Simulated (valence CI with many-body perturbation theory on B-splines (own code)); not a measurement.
# In⁷⁺: calculated level list

Computed by configuration interaction combined with many-body perturbation theory (CI+MBPT): six valence electrons over a frozen Dirac-Fock core [Kr], a basis of 7 s, 7 p, 8 d, 6 f, 4 g, 1 h functions for each j, with the one-electron correlation potential Σ1 (screened to all orders), the two-electron term Σ2, the three-electron term Σ3, Breit, model QED; selected single and double excitations, second order for the rest, scaled by the run's own slope (own B-spline code, finite nucleus).

No measured spectrum was set against this ion. As an estimate, terms of the open shell hold to 2 to 4 % of their energy, and close levels can change places; different configurations can be misplaced against each other by 1,000 to 8,000 cm⁻¹. Among the levels kept, up to 740 cm⁻¹ of a level comes from second order outside the variational space, and about a tenth of that is noise between levels of different J, which matters for small intervals. Only levels of the ground parity were solved; by the run's estimate the other parity begins above the list, which can be wrong where configurations are misplaced.

Levels 1 to 27 of 27, with energies above the lowest level, 4d⁶ ⁵D_4. "Leading %" is the weight of the configuration and term that name the level; weights of strongly mixed levels are sums over their largest components and can fall short. In the jj column 3d3/2^4 stands for four electrons in 3d with j = 3/2. Lifetimes count E1, E2, E3, M1 and M2 decay at the calculated energies, and are blank where another channel may lead or the interval is too uncertain; long ones can be off by a factor of two.

```csv
No.,Configuration,Term,J,E (eV),Leading %,Leading jj,Second component,Lifetime
1,4d⁶,⁵D,4,0.0000,93,4d3/2^3 4d5/2^3 (44 %),5 % 4d⁶ ³F,
2,4d⁶,⁵D,3,0.5069,96,4d3/2^3 4d5/2^3 (62 %),,432 ms
3,4d⁶,⁵D,2,0.7021,90,4d3/2^2 4d5/2^4 (48 %),6 % 4d⁶ ³P,4.30 s
4,4d⁶,⁵D,1,0.8950,92,4d3/2^3 4d5/2^3 (59 %),6 % 4d⁶ ³P,3.03 s
5,4d⁶,⁵D,0,0.9730,92,4d3/2^2 4d5/2^4 (65 %),6 % 4d⁶ ³P,26.3 s
6,4d⁶,³H,4,2.842,34,4d3/2^4 4d5/2^2 (51 %),24 % 4d⁶ ³F,61.8 ms
7,4d⁶,³H,6,3.067,91,4d3/2^3 4d5/2^3 (84 %),8 % 4d⁶ ¹I,11300 s
8,4d⁶,³H,5,3.104,65,4d3/2^3 4d5/2^3 (89 %),33 % 4d⁶ ³G,2.09 s
9,4d⁶,³P,2,3.128,80,4d3/2^4 4d5/2^2 (44 %),8 % 4d⁶ ⁵D,20.3 ms
10,4d⁶,³F,3,3.597,65,4d3/2^3 4d5/2^3 (70 %),30 % 4d⁶ ³G,43.2 ms
11,4d⁶,³F,2,3.747,88,4d3/2^3 4d5/2^3 (60 %),8 % 4d⁶ ¹D,75.5 ms
12,4d⁶,³H,4,3.771,51,4d3/2^2 4d5/2^4 (83 %),43 % 4d⁶ ³F,35.0 ms
13,4d⁶,³G,5,4.173,65,4d3/2^2 4d5/2^4 (89 %),33 % 4d⁶ ³H,102 ms
14,4d⁶,³P,1,4.368,64,4d3/2^3 4d5/2^3 (53 %),29 % 4d⁶ ³D,17.1 ms
15,4d⁶,³P,0,4.405,59,4d3/2^3 4d5/2^3 (54 %),34 % 4d⁶ ¹S,19.1 ms
16,4d⁶,³G,4,4.431,70,4d3/2^2 4d5/2^4 (38 %),15 % 4d⁶ ³F,97.9 ms
17,4d⁶,³G,3,4.592,64,4d3/2^2 4d5/2^4 (72 %),32 % 4d⁶ ³F,63.1 ms
18,4d⁶,³D,2,4.803,79,4d3/2^2 4d5/2^4 (50 %),10 % 4d⁶ ³P,68.6 ms
19,4d⁶,³D,3,4.938,91,4d3/2^3 4d5/2^3 (50 %),,30.5 ms
20,4d⁶,¹I,6,4.982,91,4d3/2^2 4d5/2^4 (83 %),8 % 4d⁶ ³H,78.8 ms
21,4d⁶,³D,1,5.051,67,4d3/2^2 4d5/2^4 (66 %),30 % 4d⁶ ³P,29.7 ms
22,4d⁶,¹G,4,5.676,77,4d3/2 4d5/2^5 (46 %),12 % 4d⁶ ³F,21.5 ms
23,4d⁶,³P,0,6.204,62,4d3/2^4 4d5/2^2 (42 %),36 % 4d⁶ ¹S,22.1 ms
24,4d⁶,¹D,2,6.233,76,4d3/2^2 4d5/2^4 (39 %),8 % 4d⁶ ³F,21.8 ms
25,4d⁶,¹F,3,6.460,77,4d3/2^3 4d5/2^3 (84 %),20 % 4d⁶ ³F,71.2 ms
26,4d⁶,³P,1,7.503,96,4d3/2^3 4d5/2^3 (71 %),,13.1 ms
27,4d⁶,³P,0,7.524,68,4d5/2^6 (48 %),28 % 4d⁶ ¹S,8.04 ms
```

Names give the largest LS component (configuration and term), which can be under half, so a name can repeat, a term be missing and a line seem to break the LS rules; names also repeat where a configuration has a term twice.

The ionisation energy to 4d⁵ ⁶S5/2 of the next ion comes out as 130.49 eV (NIST: 130.1 ± 2.1 eV (theoretical)). All 27 levels together are meant to be complete up to 7.844 eV.
